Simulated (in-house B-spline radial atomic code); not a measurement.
## As: [Ar] 3d10 4s2 4p3

All numbers are computed (Dirac-Kohn-Sham B3LYP, spherical fractional occupations; Fermi nucleus of rms radius 4.0968 fm) with a radial B-spline atomic code at the basis-set limit, not measured.

Screening seen three ways: the hydrogenic charge with the same mean radius, Z_r = [3n² - l(l+1)]/(2<r>), the one with the same energy, Z_e = n√(-2ε), and Slater's rules. Values are occupation-weighted means over j.

| shell | electrons | ε (eV) | <r> (bohr) | Z_r | Z_e | Slater |
| --- | --- | --- | --- | --- | --- | --- |
| 1s | 2 | -11764 | 0.0455 | 32.97 | 29.40 | 32.70 |
| 2s | 2 | -1504.1 | 0.2024 | 29.64 | 21.03 | 28.85 |
| 2p | 6 | -1318.6 | 0.1771 | 28.23 | 19.69 | 28.85 |
| 3s | 2 | -197.58 | 0.5978 | 22.58 | 11.43 | 21.75 |
| 3p | 6 | -139.71 | 0.6169 | 20.26 | 9.61 | 21.75 |
| 3d | 10 | -44.335 | 0.6767 | 15.52 | 5.42 | 11.85 |
| 4s | 2 | -15.923 | 1.939 | 12.38 | 4.33 | 6.30 |
| 4p | 3 | -5.3426 | 2.585 | 8.90 | 2.51 | 6.30 |

The least bound orbital is 4p3/2 at -5.25 eV, and it is also the most diffuse (<r> = 2.604 bohr).

Spin-orbit splittings of the orbital energies (j = l + 1/2 above j = l - 1/2 when positive): 2p 36.66 eV, 3p 5.098 eV, 3d 0.7448 eV, 4p 0.2772 eV.

For the 1s electron the small component carries 1.43 % of the norm, the zero-frequency Breit interaction raises the level by 17.86 eV, self-energy by 9.319 eV, and vacuum polarisation lowers it by 0.9161 eV.

The density falls to 0.001 bohr⁻³ at 4.429 bohr; Σ<r²> = 42.207 bohr² gives, by the non-relativistic formula and without the paramagnetism of open shells, a Langevin diamagnetic susceptibility of -33.43×10⁻⁶ cm³/mol.

Caution: exact exchange at fractional occupations of open shells leaves self-interaction of up to several eV.
